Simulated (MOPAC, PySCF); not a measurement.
C₇H₁₃BS, SMILES `[C@@H]1(B)[C@H]2C[C@@H](S)[C@@H]1CC2`, neutral singlet in the gas phase. 

Cartesian coordinates (Å):
SMILES: [C@H]1(C[C@@H]2[C@@H](B)[C@H]1CC2)S
```xyz
22

B     -1.6403     1.4419     1.1246
C     -0.3482     0.8691     0.4805
C     -0.2829     0.5338    -1.0210
C     -1.1355    -0.7430    -1.0706
C     -0.7843    -1.4500     0.2660
C      0.2209    -0.4898     0.9240
C      1.5352    -0.5800     0.1272
S      2.9942     0.0838     0.9944
C      1.1896     0.1415    -1.2035
H     -2.3870     2.1537     0.4889
H     -1.8722     1.2619     2.3000
H      0.3552     1.6998     0.7417
H     -0.6208     1.3243    -1.7060
H     -0.9063    -1.3573    -1.9546
H     -2.2070    -0.4931    -1.1217
H     -1.6736    -1.5655     0.9056
H     -0.3610    -2.4561     0.1233
H      0.3552    -0.6415     2.0030
H      1.8156    -1.6322    -0.0361
H      2.5764     1.3678     1.0489
H      1.8228     1.0321    -1.3326
H      1.3541    -0.5011    -2.0819
```
Charge 0, spin multiplicity 1.

All levels are single points at this geometry (PBE0-D3(BJ)/def2-SVP); Pople sets use spherical d functions. Orbital energies aren't observables, and empty levels follow the basis.

```tsv
level	HOMO (eV)	LUMO (eV)	gap (eV)	dipole (D)	vertical IE, Delta-SCF (eV)
PBE0-D3(BJ)/def2-TZVP in PySCF	-6.69	-1.45	5.24	1.55	8.71
ωB97X-D3(BJ)/def2-TZVP in PySCF	-9.13	0.72	9.85	1.55	8.97
B3LYP/6-311+G** in PySCF	-6.49	-1.71	4.77	1.64	–
BP86/6-31G* in PySCF	-5.40	-2.24	3.17	1.65	–
SVWN5/6-31G* in PySCF	-5.40	-2.48	2.92	1.67	8.48
HF/3-21G in PySCF	-9.55	2.63	12.18	2.08	–
AM1 in MOPAC	-8.96	0.90	9.86	1.84	–
PM6 in MOPAC	-8.98	-0.07	8.91	1.79	–
PM7 in MOPAC	-8.85	-0.46	8.39	2.05	–
```
